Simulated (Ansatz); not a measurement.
Cost and result for the atomization energy of CH5AlClNSSi, SMILES `[NH2][Al]1[CH2]S[SiH]1Cl` (11 atoms, 11 bonds).

| atom | x (Å) | y (Å) | z (Å) |
| --- | --- | --- | --- |
| N1 | -2.0653 | 1.0230 | -0.6882 |
| Al2 | -0.6165 | 0.1324 | -0.2269 |
| C3 | 0.0010 | -0.5115 | 1.5251 |
| S4 | 1.7585 | -0.0753 | 1.1740 |
| Si5 | 1.6270 | -0.2494 | -0.9715 |
| Cl6 | 2.1456 | -2.1225 | -1.7030 |
| H7 | -2.8506 | 1.2083 | -0.0843 |
| H8 | -2.2228 | 1.4293 | -1.5966 |
| H9 | -0.3144 | 0.0643 | 2.3974 |
| H10 | -0.0773 | -1.5734 | 1.7559 |
| H11 | 2.6149 | 0.6749 | -1.5819 |

Charge 0, multiplicity 1. All single points use the PBE0-D4/def2-TZVP geometry. It is one conformer, not always the lowest. Program: Ansatz. All runs use 4 threads of an Intel Xeon 6975P-C on a shared host. Times are those of one run each, without the atoms' runs, and a repeat can differ threefold. Electronic energies, without spin–orbit coupling; frozen cores. CCSD(T)/CBS adds CCSD(T) − MP2 in def2-TZVPP to the MP2 limit, and its time is that of the two runs behind it. T1 = 0.013. HSE06 is the plane-wave form, built on full-range PBE exchange.

CCSD(T)/CBS is a level of theory with its own doubt, some kJ/mol a heavy atom from the limit and from the frozen cores, so smaller differences don't rank the functionals.

```csv
level,functions,wall time,atomization (kcal/mol),difference from CCSD(T)/CBS,per bond
LDA (SPW92)/def2-TZVPP,300,1.4 s,1029.7,130.7,11.9
PBE0-D4/def2-TZVPP,300,3.4 s,901.5,2.5,0.2
HSE06-D4/def2-TZVPP,300,3.6 s,902.2,3.2,0.3
BHLYP-D4/def2-TZVPP,300,3.7 s,869.1,-29.9,-2.7
CCSD(T)/def2-SVP,125,3.7 s,822.6,-76.4,-6.9
CAM-B3LYP-D4/def2-TZVPP,300,4.1 s,894.5,-4.5,-0.4
r2SCAN-D4/def2-TZVPP (with forces),300,4.2 s,903.3,4.3,0.4
r2SCANh-D4/def2-TZVPP,300,4.8 s,897.2,-1.8,-0.2
PBE-QIDH/def2-TZVPP,300,5 s,893.6,-5.4,-0.5
B97M-V/def2-TZVPP,300,6.5 s,907.4,8.4,0.8
MP2/def2-QZVPP,544,20 s,905.5,6.5,0.6
CCSD(T)/def2-TZVPP,300,2.9 min,867.5,-31.5,-2.9
CCSD(T)/CBS(def2),–,3.3 min,899.0,0.0,0.0
```

From PBE to PBE0 (25 % exact exchange), in def2-TZVPP and without D4, the atomization energy moves by −14.1 kcal/mol: exact exchange takes away binding that semilocal exchange gives to molecules. Leaving LDA and LC-ωPBE aside and taking each functional with its dispersion term where it has one, the values, not all of them listed here, spread over 47.6 kcal/mol, from BHLYP-D4 to PBE-D4. LDA lies +121.2 kcal/mol from PBE without D4, its usual overbinding. In def2-TZVPP, CCSD(T) changes the Hartree–Fock value by +236.6 kcal/mol (the triples alone add +17.6 kcal/mol) and MP2 by +255.9 kcal/mol; breaking electron pairs costs correlation energy, which Hartree–Fock lacks.
